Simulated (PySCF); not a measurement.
Cl4Se, SMILES Cl[Se+](Cl)(Cl)Cl, charge +1, multiplicity 2.

Geometry: B3LYP-D3(BJ)/def2-SVP.

Calculation: PySCF with TDA-PBE/def2-SVPD.

Vertical excitations. Isolated molecule, no solvent.

```
state    energy (eV)  λ (nm)      f                             main pairs
-------  -----------  ------  -----  -------------------------------------
root 1          1.22    1017  0.000                      β HOMO→LUMO 100 %
root 2          1.30     955  0.002                     β HOMO−1→LUMO 98 %
root 3          1.34     922  0.001                     β HOMO−2→LUMO 99 %
root 4          1.67     744  0.000                     β HOMO−3→LUMO 99 %
root 5          1.90     651  0.000                     β HOMO−4→LUMO 99 %
root 6          2.25     550  0.011  α HOMO→LUMO+2 6 %, β HOMO−5→LUMO 89 %
root 7          2.27     547  0.000                     β HOMO−6→LUMO 99 %
root 8          2.42     512  0.002    α HOMO→LUMO 8 %, β HOMO−7→LUMO 90 %
root 9          3.02     410  0.010    α HOMO→LUMO 88 %, β HOMO−7→LUMO 6 %
root 10         3.21     386  0.008                     α HOMO→LUMO+1 94 %
```
Unrestricted roots are not spin-pure.
